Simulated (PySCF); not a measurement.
## Relaxation of quartet [CoH3]-

All numbers come from UPBE0/[Co def2-TZVPD, H def2-TZVPD], no relativity, density fitting, PySCF. A (50,194) grid was used.

A hand-made trigonal planar start, of D3h symmetry, held to at least that symmetry:

```xyz
4
charge -1 multiplicity 4, angstrom
Co    0.0000    0.0000    0.0000
H     1.4300    0.0000    0.0000
H    -0.7150    1.2384    0.0000
H    -0.7150   -1.2384    0.0000
```

Optimiser trace:
```
step  E − E(last) (kJ/mol)  largest gradient (Eh/bohr)
   0                 86.36                     0.05918
   1                 36.04                     0.03467
   2                  4.94                     0.01138
   3                  0.33                     0.00276
   4                  0.00                     0.00029
   5                  0.00                     0.00001
```

It ends at D3h with Co–H 1.657 Å (×3); H–Co–H 120.0° (×3). A frequency run shows 1 imaginary mode, down to 647i cm⁻¹, so it is a saddle point. Other isomers or separated fragments may lie lower.

Final geometry:
```xyz
4
charge -1 multiplicity 4, angstrom
Co    0.0000    0.0000    0.0000
H     1.6569    0.0000    0.0000
H    -0.8285    1.4349    0.0000
H    -0.8284   -1.4349    0.0000
```

With open d or f shells other occupations or spin states may lie lower.

The relaxation took roughly 15 core-seconds on a shared host.
